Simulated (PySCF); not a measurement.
MoF₃ + 2 H₂O → MoO(OH) + 3 HF

Level: PBE0 in the def2-TZVP basis family, computed in PySCF with density fitting; scalar-relativistic core potentials for atoms from Rb on, none lighter, no spin–orbit coupling; open shells unrestricted.

```json
{"species": "MoF₃", "state and structure": "quartet, D3h, Mo–F 1.850 Å (×3)", "E (Eh)": "-367.68815", "ZPE (kJ/mol)": "15.4", "H(298 K) − H(0) (kJ/mol)": "15.7", "S° (J/(mol K))": "312.4"}
{"species": "H₂O", "state and structure": "singlet, C2v, O–H 0.960 Å (×2); H–O–H 105.1°", "E (Eh)": "-76.37736", "ZPE (kJ/mol)": "56.5", "H(298 K) − H(0) (kJ/mol)": "9.9", "S° (J/(mol K))": "188.7"}
{"species": "MoO(OH)", "state and structure": "quartet, Cs, Mo–O 1.675 Å, Mo–O 1.887 Å, O–H 0.957 Å; H–O–Mo 139.8°, O–Mo–O 143.1°", "E (Eh)": "-219.17757", "ZPE (kJ/mol)": "41.1", "H(298 K) − H(0) (kJ/mol)": "13.0", "S° (J/(mol K))": "294.2"}
{"species": "HF", "state and structure": "singlet, C∞v, H–F 0.920 Å", "E (Eh)": "-100.39188", "ZPE (kJ/mol)": "24.9", "H(298 K) − H(0) (kJ/mol)": "8.7", "S° (J/(mol K))": "173.6"}
```

Task: What is the electronic reaction energy?

Result: At PBE0/def2-TZVP, ΔE = 235.4 kJ/mol from the differences of the total energies times 2625.5, uphill. 

Task: Add zero-point, thermal and entropy terms for 298.15 K and 1 bar.

Result: ΔZPE = -12.6 and Δ[H(298) − H(0)] = 3.6 kJ/mol give ΔH° = 226.4 kJ/mol. ΔS° = 125.2 J/(mol K), so ΔG° = 226.4 − 298.15 × (0.1252) = 189 kJ/mol. ΔG° would change sign near 1810 K if ΔH° and ΔS° stayed fixed.

Open d or f shells are single determinants, so the state found may not be the ground state. Each species is the lowest minimum found with this bonding; other isomers or fragments can lie lower.
